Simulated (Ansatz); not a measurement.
Cost and result for the atomization energy of CH$_{3}$FInNO, SMILES `[NH2][In]([F])[CH]=O` (8 atoms, 7 bonds).

| atom | x (Å) | y (Å) | z (Å) |
| --- | --- | --- | --- |
| N1 | 0.309 | 0.966 | -1.718 |
| In2 | 0.215 | -0.276 | -0.155 |
| F3 | 1.277 | -1.888 | -0.547 |
| C4 | -0.523 | -0.330 | 1.931 |
| O5 | -1.216 | 0.521 | 2.400 |
| H6 | -0.405 | 1.667 | -1.844 |
| H7 | 0.556 | 0.552 | -2.605 |
| H8 | -0.213 | -1.211 | 2.537 |

Total charge 0; spin multiplicity 1. Correlated methods include outer-core shells of In, which these sets cover unevenly. In: def2 effective core potential. The structure was optimised at the PBE0-D4/def2-TZVP level. It is one conformer, not always the lowest. Program: Ansatz. All runs use 4 threads of an AMD EPYC 7B13 on a shared host. Times are those of one run each, without the atoms' runs, and a repeat can differ threefold. Electronic energies, without spin–orbit coupling; frozen cores. CCSD(T)/CBS adds CCSD(T) − MP2 in def2-TZVPP to the MP2 limit, and its time is that of the two runs behind it. T1 = 0.018. With those shells the extrapolation isn't a true limit.

CCSD(T)/CBS is a level of theory with its own doubt, some kJ/mol a heavy atom from the limit and from the frozen cores, so smaller differences don't rank the functionals.

```
                           level  functions  wall time  atomization (kcal/mol)  difference from CCSD(T)/CBS  per bond
          LDA (SPW92)/def2-TZVPP        216        1 s                   785.7                        121.7      17.4
 PBE-D4/def2-TZVPP (with forces)        216      1.7 s                   687.8                         23.8       3.4
             BHLYP-D4/def2-TZVPP        216      2.4 s                   620.1                        -43.9      -6.3
         CAM-B3LYP-D4/def2-TZVPP        216      2.7 s                   663.4                         -0.6      -0.1
           r2SCANh-D4/def2-TZVPP        216      3.2 s                   651.2                        -12.8      -1.8
             PBE-QIDH/def2-TZVPP        216        4 s                   648.3                        -15.7      -2.2
               B2PLYP/def2-TZVPP        216      4.4 s                   653.0                        -11.0      -1.6
              ωB97X-V/def2-TZVPP        216      4.8 s                   664.5                          0.5       0.1
                CCSD(T)/def2-SVP         97        6 s                   609.3                        -54.7      -7.8
ωB97M-V/def2-TZVPP (with forces)        216      7.5 s                   662.8                         -1.2      -0.2
                  MP2/def2-QZVPP        400       13 s                   674.8                         10.8       1.5
              CCSD(T)/def2-TZVPP        216      110 s                   639.1                        -24.9      -3.6
               CCSD(T)/CBS(def2)          –      120 s                   664.0                          0.0       0.0
```

From BLYP to BHLYP (50 % exact exchange), in def2-TZVPP and without D4, the atomization energy moves by −48.0 kcal/mol: exact exchange takes away binding that semilocal exchange gives to molecules. Leaving LDA and LC-ωPBE aside and taking each functional with its dispersion term where it has one, the values spread over 67.7 kcal/mol, from BHLYP-D4 to PBE-D4. LDA lies +101.0 kcal/mol from PBE without D4, its usual overbinding. The D4 term adds +5.2 kcal/mol with B3LYP and +2.7 kcal/mol with PBE0; it sums over pairs of atoms, weighted by their polarisabilities, and B3LYP, whose exchange is more repulsive, gets the larger term.

B3LYP here is the variant with VWN-RPA as its local correlation; programs differ in this.

Spin–orbit coupling would lower the free In atoms strongly, and the atomization energy with them, by more than many differences here.
